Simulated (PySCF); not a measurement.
SMILES Cl[Si]([SiH2][SiH2][Si](C)(C)C)(Cl)Cl (C₃H₁₃Cl₃Si₄), singlet (GFN2-xTB optimised geometry):

```
23

C      1.598    -0.673     0.000
Si    -0.313    -0.673     0.000
C     -0.916     1.137     0.000
C     -0.922    -1.516     1.606
Si    -1.082    -1.793    -1.914
Si     0.195    -1.392    -3.824
Si     0.333     0.876    -4.316
Cl     0.824     1.398    -6.216
Cl    -1.448     1.802    -3.927
Cl     1.695     1.813    -3.115
H      1.988    -0.120    -0.849
H      1.999    -0.213     0.898
H      1.996    -1.682    -0.054
H     -0.612     1.664     0.900
H     -0.512     1.682    -0.847
H     -1.999     1.195    -0.062
H     -0.587    -2.547     1.658
H     -2.007    -1.523     1.658
H     -0.556    -1.008     2.494
H     -1.145    -3.252    -1.715
H     -2.480    -1.446    -2.223
H      1.582    -1.862    -3.673
H     -0.247    -2.052    -5.063
```

Computed with B3LYP/def2-SVP (PySCF 2.14.0).

**Question.** What are the frontier orbital energies and the dipole moment?

**Answer.** HOMO-2 -8.37 eV, HOMO-1 -8.04 eV, HOMO -7.69 eV, LUMO -0.80 eV, LUMO+1 -0.62 eV; dipole moment 2.04 D.

Meta-Löwdin charges at B3LYP/def2-SVP: C1 -0.53, Si2 0.70, C3 -0.53, C4 -0.52, Si5 0.12, Si6 0.14, Si7 0.72, Cl8 -0.24, Cl9 -0.26, Cl10 -0.26, H11 0.11, H12 0.11, H13 0.10, H14 0.11, H15 0.11, H16 0.11, H17 0.11, H18 0.11, H19 0.11, H20 -0.08, H21 -0.08, H22 -0.07, H23 -0.07.
